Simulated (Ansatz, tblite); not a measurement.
Forces on SnMe2(pyrrolidide)2 (C₁₀H₂₂N₂Sn) at its r2SCAN-D4/def2-SVP geometry. Total charge 0; singlet.

In the def2 sets Sn takes a core potential; there is no spin–orbit coupling. The xTB rows come from tblite. B3LYP takes the VWN-RPA correlation. Single mean-field runs in def2-TZVP are fitted with def2-universal-jkfit.

GFN2-xTB (tblite), largest force 0.87 eV/Å:

```xyz
35
positions Å, forces eV/Å
Sn   -1.248    0.117   -0.273    0.567   -0.005    0.150
C    -1.990    1.031   -2.068   -0.214    0.381   -0.602
H    -2.821    0.448   -2.492    0.369    0.269    0.183
H    -1.178    1.085   -2.808   -0.383    0.016    0.249
H    -2.345    2.048   -1.846    0.140   -0.436   -0.152
C    -2.726   -0.649    1.101   -0.636   -0.216    0.558
H    -3.246    0.191    1.586    0.192   -0.421   -0.181
H    -2.241   -1.265    1.872   -0.247    0.233   -0.271
H    -3.463   -1.264    0.565    0.289    0.254    0.253
N    -0.198    1.529    0.770    0.072    0.127    0.038
C     0.886    2.280    0.161    0.234   -0.023    0.026
C     1.197    3.376    1.203   -0.010    0.096    0.018
C     0.695    2.784    2.544   -0.034    0.103    0.039
C     0.173    1.382    2.166    0.222   -0.085    0.074
H     0.590    2.689   -0.821   -0.023   -0.146    0.433
H     1.796    1.657   -0.007   -0.369    0.165    0.151
H     0.651    4.301    0.961    0.134   -0.346    0.084
H     2.270    3.625    1.224   -0.369   -0.174    0.025
H     1.483    2.735    3.312   -0.237   -0.028   -0.339
H    -0.126    3.394    2.952    0.251   -0.211   -0.189
H     0.990    0.636    2.321   -0.268    0.288   -0.162
H    -0.683    1.059    2.782    0.244    0.203   -0.323
N     0.105   -1.309   -0.900    0.130   -0.347   -0.050
C     0.975   -1.974    0.056    0.010   -0.210    0.045
C     1.892   -2.845   -0.832    0.097   -0.002   -0.022
C     1.076   -3.055   -2.133    0.098    0.001   -0.069
C    -0.261   -2.338   -1.858   -0.078   -0.230    0.000
H     0.419   -2.635    0.766    0.126    0.244   -0.340
H     1.533   -1.241    0.664   -0.205   -0.212   -0.333
H     2.153   -3.794   -0.337   -0.177    0.315   -0.176
H     2.833   -2.316   -1.046   -0.344   -0.134    0.048
H     1.586   -2.583   -2.987   -0.163   -0.117    0.314
H     0.930   -4.119   -2.380    0.019    0.376    0.171
H    -0.710   -1.901   -2.768    0.243   -0.072    0.404
H    -0.994   -3.077   -1.450    0.320    0.345   -0.057
```

r2SCAN-D4/def2-TZVP (Ansatz), largest force 0.33 eV/Å:

```
Sn 0.192 -0.022 0.055
C -0.053 0.084 -0.156
H 0.231 0.156 0.125
H -0.223 -0.016 0.209
H 0.097 -0.282 -0.057
C -0.128 -0.065 0.123
H 0.145 -0.232 -0.136
H -0.129 0.175 -0.219
H 0.207 0.169 0.147
N -0.229 -0.174 -0.169
C 0.201 0.009 -0.236
C 0.114 0.253 -0.070
C -0.024 0.103 0.259
C 0.033 -0.197 0.240
H 0.056 -0.108 0.277
H -0.222 0.134 0.061
H 0.139 -0.256 0.063
H -0.286 -0.085 0.005
H -0.201 0.007 -0.222
H 0.216 -0.166 -0.117
H -0.187 0.179 -0.063
H 0.217 0.105 -0.188
N -0.146 0.263 0.054
C 0.060 -0.041 0.298
C 0.260 -0.078 0.082
C 0.060 -0.118 -0.245
C -0.237 -0.138 -0.160
H 0.115 0.155 -0.187
H -0.151 -0.183 -0.184
H -0.086 0.250 -0.139
H -0.260 -0.133 0.056
H -0.138 -0.120 0.232
H 0.038 0.282 0.084
H 0.137 -0.095 0.253
H 0.184 0.183 -0.072
```

B3LYP-D4/def2-TZVP (Ansatz), largest force 0.41 eV/Å:

```
Sn 0.208 -0.005 0.052
C -0.118 0.159 -0.296
H 0.260 0.179 0.134
H -0.259 -0.014 0.234
H 0.107 -0.318 -0.073
C -0.232 -0.130 0.212
H 0.162 -0.267 -0.152
H -0.152 0.198 -0.246
H 0.228 0.188 0.172
N -0.112 -0.213 -0.150
C 0.221 0.033 -0.340
C 0.157 0.334 -0.100
C -0.025 0.130 0.351
C -0.013 -0.255 0.316
H 0.094 -0.126 0.342
H -0.298 0.184 0.055
H 0.176 -0.292 0.073
H -0.335 -0.088 0.006
H -0.238 0.016 -0.253
H 0.261 -0.192 -0.124
H -0.265 0.219 -0.071
H 0.287 0.126 -0.213
N -0.207 0.160 0.127
C 0.118 0.003 0.391
C 0.345 -0.104 0.117
C 0.073 -0.166 -0.327
C -0.303 -0.131 -0.245
H 0.159 0.221 -0.229
H -0.185 -0.253 -0.216
H -0.091 0.292 -0.165
H -0.297 -0.167 0.072
H -0.161 -0.155 0.264
H 0.050 0.329 0.090
H 0.164 -0.142 0.307
H 0.223 0.249 -0.113
```
